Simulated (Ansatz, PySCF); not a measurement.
Dimer: HCl (SMILES Cl) (first 2 atoms) with H2 (SMILES [H][H]); geometry from B3LYP-D3(BJ)/def2-TZVP, rigid monomers moved along the line of their centres of mass till H2···H4 is 2.65 Å.
(charge 0, multiplicity 1):
```xyz
4

Cl    -0.11796    -0.58843    -0.72129
H     -0.07379    -0.40224     0.54699
H     -0.34083     0.07724     3.14377
H      0.37767    -0.11969     3.14681
```

Monomers are frozen at their geometry in the pair; levels with a basis set take the counterpoise correction.

Correlated levels freeze the cores. CBS(a, b) extrapolates the correlation energy as X⁻³ and adds the Hartree–Fock energy of set b.

The values were computed with Ansatz (Gaussian orbitals); PySCF for the dispersion terms. Each number belongs to the level named beside it.

PBE/def2-TZVPPD gives -0.52 kcal/mol for the interaction energy.

Question: How do the other levels lie against it? Give each less PBE: PBE-D3(BJ)/def2-TZVPPD, r2SCAN/def2-TZVPPD, B3LYP/def2-TZVPPD, wB97M-V/def2-TZVPPD, MP2/CBS(aug-cc-pV(T+d)Z, aug-cc-pV(Q+d)Z), CCSD(T)/CBS(aug-cc-pV(T+d)Z, aug-cc-pV(Q+d)Z).

Answer: PBE-D3(BJ)/def2-TZVPPD -0.20; r2SCAN/def2-TZVPPD 0.24; B3LYP/def2-TZVPPD 0.32; wB97M-V/def2-TZVPPD 0.08; MP2/CBS(aug-cc-pV(T+d)Z, aug-cc-pV(Q+d)Z) 0.00; CCSD(T)/CBS(aug-cc-pV(T+d)Z, aug-cc-pV(Q+d)Z) 0.01 kcal/mol. 4 of 6 lie above PBE; the widest gap is to B3LYP/def2-TZVPPD.

Ansatz is a program for electronic structure.
